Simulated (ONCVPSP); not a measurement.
# Ru: what ONCVPSP 4.0.1 does with a changed input

Command:

```bash
oncvpsp.x < Ru.dat > Ru.out
```

Input:

```
# ATOM AND REFERENCE CONFIGURATION
# atsym  z   nc   nv     iexc    psfile
  Ru 44.00    6    3  -001012      upf
#
#   n    l    f
    1    0    2.00
    2    0    2.00
    2    1    6.00
    3    0    2.00
    3    1    6.00
    3    2   10.00
    4    0    2.00
    4    1    6.00
    4    2    6.00
#
# PSEUDOPOTENTIAL AND OPTIMIZATION
# lmax
    2
#
#   l,   rc,      ep,       ncon, nbas, qcut
    0    1.20    0.00    4    7    5.70
    1    1.10    0.00    3    6    8.80
    2    2.25    0.00    4    9    5.60
#
# LOCAL POTENTIAL
# lloc, lpopt,  rc(5),   dvloc0
    4    5    0.90    4.00
#
# VANDERBILT-KLEINMAN-BYLANDER PROJECTORs
# l, nproj, debl
    0    2    3.40
    1    2    0.80
    2    2    3.60
#
# MODEL CORE CHARGE
# icmod, fcfact, rcfact
    3    1.75    1.70
#
# LOG DERIVATIVE ANALYSIS
# epsh1, epsh2, depsh
   -5.00    5.00    0.04
#
# OUTPUT GRID
# rlmax, drl
    1.00    0.01
#
# TEST CONFIGURATIONS
# ncnf
    4
# nvcnf
#   n    l    f
    4
    4    0    2.00
    4    1    6.00
    4    2    7.00
    5    0    1.00
#
    3
    4    0    2.00
    4    1    6.00
    4    2    7.00
#
    3
    4    0    2.00
    4    1    6.00
    4    2    5.00
#
    4
    4    0    2.00
    4    1    5.00
    4    2    7.00
    5    0    1.00
#
```

This is an input that runs to its end, with one change: rlmax set to 1 bohr.

How does the run end?

The program refuses the input: "test_data: must have rlmax>rcmax".

```
ONCVPSP  (Optimized Norm-Conservinng Vanderbilt PSeudopotential)
scalar-relativistic version 4.0.1

test_data: must have rlmax>rcmax
ERROR: test_data found   1 ERROR; stopping
```
